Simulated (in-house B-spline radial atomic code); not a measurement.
**Ge VII (Ge6+): [He] 2s2 (2p1/2)1 (2p3/2)4 3s2 3p6 3d9 (with a hole in an inner shell)**

Computed with a radial B-spline atomic code at the basis-set limit: Dirac-Hartree-Fock, average of the jj configuration, Fermi nucleus of rms radius 4.0742 fm.

Screening seen three ways: the hydrogenic charge with the same mean radius, Z_r = [3n² - l(l+1)]/(2<r>), the one with the same energy, Z_e = n√(-2ε), and Slater's rules. Values are occupation-weighted means over j.

```tsv
shell	electrons	ε (eV)	<r> (bohr)	Z_r	Z_e	Slater
1s	2	-11390	0.04693	31.96	28.93	31.70
2s	2	-1605	0.2072	28.96	21.72	28.20
2p	5	-1428.6	0.1818	27.50	20.49	28.20
3s	2	-313.29	0.6017	22.44	14.40	21.60
3p	6	-253.03	0.6141	20.36	12.94	21.60
3d	9	-154.65	0.6299	16.67	10.11	12.20
```

The least bound orbital is 3d3/2 at -154.3 eV, and it is also the most diffuse (<r> = 0.631 bohr). The part-filled 2p shell lies below the filled 3p shell in orbital energy.

For the 1s electron the small component carries 1.34 % of the norm, the zero-frequency Breit interaction raises the level by 15.5 eV, self-energy by 8.394 eV, and vacuum polarisation lowers it by 0.8095 eV.

The density falls to 0.001 bohr⁻³ at 2.011 bohr; Σ<r²> = 8.1432 bohr² gives, by the non-relativistic formula and without the paramagnetism of open shells, a Langevin diamagnetic susceptibility of -6.449×10⁻⁶ cm³/mol.
